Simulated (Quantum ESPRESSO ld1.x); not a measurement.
Values are calculated unless marked as measured or tabulated.
Problem. Radial electron density D(r) = 4 pi r^2 rho(r) of an atom or ion with 36 electrons. Code: ld1.x of Quantum ESPRESSO 7.5. Model: scalar-relativistic Kohn-Sham, LDA (Slater exchange, Perdew-Zunger correlation), spin-polarised, spherical densities, point nucleus.

```
   r/bohr * D(r) (the largest magnitude, 67.3, reaches the edge; | marks zero)
 0.004164 |       *
 0.004733 |         *
 0.005336 |           *
 0.006065 |              *
 0.006893 |                *
 0.007835 |                   *
 0.008904 |                       *
  0.01012 |                          *
   0.0115 |                              *
  0.01307 |                                 *
  0.01474 |                                     *
  0.01675 |                                        *
  0.01904 |                                          *
  0.02164 |                                           *
   0.0246 |                                            *
  0.02795 |                                           *
  0.03177 |                                         *
  0.03611 |                                        *
  0.04071 |                                      *
  0.04627 |                                     *
  0.05259 |                                     *
  0.05977 |                                       *
  0.06794 |                                           *
  0.07721 |                                               *
  0.08776 |                                                   *
  0.09974 |                                                      *
   0.1125 |                                                      *
   0.1278 |                                                   *
   0.1453 |                                              *
   0.1651 |                                        *
   0.1876 |                                   *
   0.2133 |                                  *
   0.2424 |                                   *
   0.2755 |                                       *
   0.3106 |                                         *
    0.353 |                                         *
   0.4012 |                                     *
    0.456 |                              *
   0.5183 |                      *
   0.5891 |               *
   0.6695 |           *
   0.7609 |         *
    0.858 |        *
   0.9751 |        *
    1.108 |       *
     1.26 |     *
    1.432 |   *
    1.627 | *
    1.849 |*
    2.102 *
     2.37 *
    2.693 *
    3.061 *
    3.479 *
```

What is the nuclear charge?

Solution. Z = 43. The innermost maximum, from 1s, lies near gamma/Z bohr with gamma = sqrt(1 - (Z/c)^2) = 0.949, here 0.0221 bohr (found: 0.0242), and its height grows with Z. The density is that of the technetium ion Tc7+ in [Kr]; the configuration itself is not fixed sharply by these data, and Z only to a few units. D(r) has 3 maxima, at r = 0.0242, 0.106, 0.329 bohr, and minima at 0.0482, 0.212 bohr, inside which lie 2.02, 11.04 electrons.
